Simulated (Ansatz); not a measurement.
A structure relaxed at PBE-D4/def2-SVP in Ansatz, charge 0, singlet:

| atom | x (Å) | y (Å) | z (Å) |
| --- | --- | --- | --- |
| Ge1 | 0.273 | 1.795 | 1.115 |
| Ge2 | 0.194 | -1.279 | 0.208 |
| Ge3 | -0.168 | -1.694 | -2.887 |
| Ge4 | -2.427 | 0.456 | -0.288 |
| O5 | 1.033 | 0.376 | -0.168 |
| O6 | -1.360 | 1.776 | 0.396 |
| O7 | -1.524 | -1.044 | 0.358 |
| O8 | 1.356 | 3.032 | 1.272 |
| O9 | 1.068 | -1.766 | 1.689 |
| O10 | 0.191 | 0.383 | 2.477 |
| O11 | 1.329 | -0.379 | 2.430 |
| O12 | 0.509 | -2.205 | -1.284 |
| O13 | -1.074 | -0.155 | -2.310 |
| H14 | -1.391 | 0.385 | -3.063 |
| H15 | 1.990 | 0.322 | 0.055 |

**Question.** Give its formula.

**Answer.** Ge₄O₉H₂.

**Question.** Summarise the bond lengths by kind (pairs closer than 1.2 times the sum of covalent radii, bridged metal pairs left out).

**Answer.** 12 × Ge–O 1.65 to 2.06 Å; 1 × O–O 1.37 Å; 2 × H–O 0.98 Å.

The structure holds one bond between oxygen atoms, so isomers without such links may lie far lower. Another isomer (singlet) lies 4.44 eV lower at PBE0-D4/def2-TZVP; other spin states weren't run for this one.
